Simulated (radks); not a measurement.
Problem. Valence configurations of Ar III (all share [Ne]). Calculated with a radial shooting solver on a logarithmic mesh with Libxc functionals: non-relativistic Kohn-Sham, r2SCAN, spin-polarised, spherical densities, point nucleus; open shells are filled with parallel spins first; meta-GGA in the generalised Kohn-Sham scheme. Order these by energy: 3s2 3p4; 3s1 3p5; 3s0.5 3p5.5; 3p6; 3s1.5 3p4.5.

Solution. From the lowest, in eV above it: 3s2 3p4 0.000; 3s1.5 3p4.5 7.733; 3s1 3p5 15.407; 3s0.5 3p5.5 24.589; 3p6 32.872. NIST lists [Ne] 3s2 3p4 as the ground configuration; this level of theory agrees among the configurations tried. The energies are those of spherical high-spin densities, not of single terms.
